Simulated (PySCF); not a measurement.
Molecular orbitals of CsSi

PBE at R = 3.270 Å; basis Cs x2c-TZVPPall, Si x2c-TZVPPall; spin-free X2C with a Gaussian nucleus; PySCF 2.14. State: ⁴Σ⁻ (quartet), unpaired electrons σ ↑, π ↑↑. Only the outer orbitals are listed, counted within each symmetry.

```json
{"spin": "α", "orbital": "13σ", "occ.": "1", "ε (eV)": "-26.71", "on Cs (%)": "100", "main shells (%)": "100 Cs s"}
{"spin": "α", "orbital": "14σ", "occ.": "1", "ε (eV)": "-13.62", "on Cs (%)": "96", "main shells (%)": "96 Cs p"}
{"spin": "α", "orbital": "7π", "occ.": "1", "ε (eV)": "-13.61", "on Cs (%)": "100", "main shells (%)": "100 Cs p"}
{"spin": "α", "orbital": "7π", "occ.": "1", "ε (eV)": "-13.61", "on Cs (%)": "100", "main shells (%)": "100 Cs p"}
{"spin": "α", "orbital": "15σ", "occ.": "1", "ε (eV)": "-9.21", "on Cs (%)": "4", "main shells (%)": "96 Si s"}
{"spin": "α", "orbital": "16σ", "occ.": "1", "ε (eV)": "-3.16", "on Cs (%)": "21", "main shells (%)": "78 Si p, 13 Cs s"}
{"spin": "α", "orbital": "8π", "occ.": "1", "ε (eV)": "-2.99", "on Cs (%)": "13", "main shells (%)": "87 Si p, 9 Cs d"}
{"spin": "α", "orbital": "8π", "occ.": "1", "ε (eV)": "-2.99", "on Cs (%)": "13", "main shells (%)": "87 Si p, 9 Cs d"}
{"spin": "α", "orbital": "17σ", "occ.": "0", "ε (eV)": "-1.74", "on Cs (%)": "92", "main shells (%)": "77 Cs s, 11 Cs p, 8 Si p"}
{"spin": "α", "orbital": "18σ", "occ.": "0", "ε (eV)": "-0.68", "on Cs (%)": "98", "main shells (%)": "51 Cs p, 43 Cs d"}
{"spin": "α", "orbital": "9π", "occ.": "0", "ε (eV)": "-0.67", "on Cs (%)": "100", "main shells (%)": "71 Cs p, 28 Cs d"}
{"spin": "β", "orbital": "13σ", "occ.": "1", "ε (eV)": "-26.66", "on Cs (%)": "100", "main shells (%)": "100 Cs s"}
{"spin": "β", "orbital": "7π", "occ.": "1", "ε (eV)": "-13.55", "on Cs (%)": "100", "main shells (%)": "100 Cs p"}
{"spin": "β", "orbital": "7π", "occ.": "1", "ε (eV)": "-13.55", "on Cs (%)": "100", "main shells (%)": "100 Cs p"}
{"spin": "β", "orbital": "14σ", "occ.": "1", "ε (eV)": "-13.44", "on Cs (%)": "98", "main shells (%)": "98 Cs p"}
{"spin": "β", "orbital": "15σ", "occ.": "1", "ε (eV)": "-7.32", "on Cs (%)": "9", "main shells (%)": "91 Si s"}
{"spin": "β", "orbital": "16σ", "occ.": "0", "ε (eV)": "-1.79", "on Cs (%)": "69", "main shells (%)": "62 Cs s, 30 Si p"}
{"spin": "β", "orbital": "8π", "occ.": "0", "ε (eV)": "-1.28", "on Cs (%)": "29", "main shells (%)": "71 Si p, 22 Cs d"}
{"spin": "β", "orbital": "8π", "occ.": "0", "ε (eV)": "-1.28", "on Cs (%)": "29", "main shells (%)": "71 Si p, 22 Cs d"}
```

**Question.** Which are the highest filled and the lowest empty level, where do they sit, and how wide is the gap?

**Answer.** Highest filled α 8π at -2.99 eV (in %: 87 Si p, 9 Cs d); lowest empty β 16σ at -1.79 eV (in %: 62 Cs s, 30 Si p); the gap at PBE is 1.20 eV.

| Property | Result |
| --- | --- |
| bond order (Mayer) | 0.97 |
| ⟨S²⟩ | 3.751 |
| charge on Cs (Mulliken, basis-dependent) | 0.46 |
| charge on Cs (Löwdin, basis-dependent) | 0.02 |
| dipole moment (positive dipole means Cs(−)Si(+)) | -9.04 D |
| polarisability along the bond | 214.4 bohr³ |
| polarisability across the bond | 98.1 bohr³ |

Spin–orbit coupling is left out. The state is the lowest determinant that a PBE0 search found; another state may lie lower at other levels.
